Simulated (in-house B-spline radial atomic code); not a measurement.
A calculation on the cobalt ion Co²⁺ (an excited or competing configuration): its settings, and results tabulated from the run. Method: Dirac-Hartree-Fock, average of configuration, Fermi nucleus of rms radius 3.7875 fm. Calculated with a radial B-spline atomic code at the basis-set limit.

Command:
```bash
python run_scf.py task.json out
```
Settings (nuclear radius in fm, mass in u):
```
Z                27
configuration    [Ar] 3d6 7s1
hamiltonian      dirac
method           hf
spin_polarised   False
nucleus          fermi
rms_radius       3.7875
atomic_mass      58.93319
speed_of_light   137.035999084
```

Output (hartree, bohr):
```
 radial grid: 82 intervals, B-splines of order 8, outer radius 60 bohr

 iter        energy (Eh)    residual
    1      -1377.1151988    4.76e-01
    2      -1385.6341169    4.66e-01
    3      -1389.7487784    1.25e-01
    4      -1390.1029776    2.84e-02
    5      -1390.1160054    1.73e-02
    6      -1390.1229811    8.41e-04
    7      -1390.1229856    5.66e-05
    8      -1390.1229856    1.05e-05
    9      -1390.1229856    2.08e-06
   10      -1390.1229856    1.08e-07

 total energy                    -1390.122986
 kinetic                           1411.91622
 electron-nucleus                 -3304.32664
 electron-electron                  502.28744

 first-order corrections (not in the total)
   Gaunt                            0.58388
   retardation                     -0.05201
   frequency dependence            -0.00152
   self-energy                      0.38843
   Uehling                         -0.03356
   Wichmann-Kroll                   0.00022
   recoil                           0.00991

 orbital      occ     eigenvalue          <r>       <r^2>       <1/r>       <r^4>       r_max    small
 1s1/2      2.000     -287.28240    0.0561573  0.00424202     27.0379 4.64104e-05     0.03679  9.45e-03
 2s1/2      2.000      -36.85592     0.253885   0.0761242     5.87114   0.0101154      0.2125  1.77e-03
 2p1/2      2.000      -31.98958     0.222378   0.0607711      5.7898  0.00751221      0.1704  1.74e-03
 2p3/2      4.000      -31.43655     0.225429   0.0623196     5.68067  0.00786374      0.1729  1.71e-03
 3s1/2      2.000       -5.94647       0.7678    0.678395     1.83711    0.736689       0.667  3.81e-04
 3p1/2      2.000       -4.38910     0.800921    0.752148     1.70994    0.968466      0.6737  3.40e-04
 3p3/2      4.000       -4.31508     0.809369    0.767897     1.68645     1.00888      0.6807  3.35e-04
 3d3/2      2.400       -1.96092     0.927183     1.07504     1.39037     2.53438      0.6607  2.41e-04
 3d5/2      3.600       -1.95269     0.930952     1.08366     1.38438     2.57369      0.6632  2.39e-04
 7s1/2      1.000       -0.16617      13.5817     205.871    0.101687     55694.6        14.5  5.61e-06
```

Time taken, with all properties: 1.4 s on 1 thread of Arm Neoverse V1, with other jobs on the host.

For the Dirac Hamiltonian the kinetic term is c α·p + (β - 1)c².
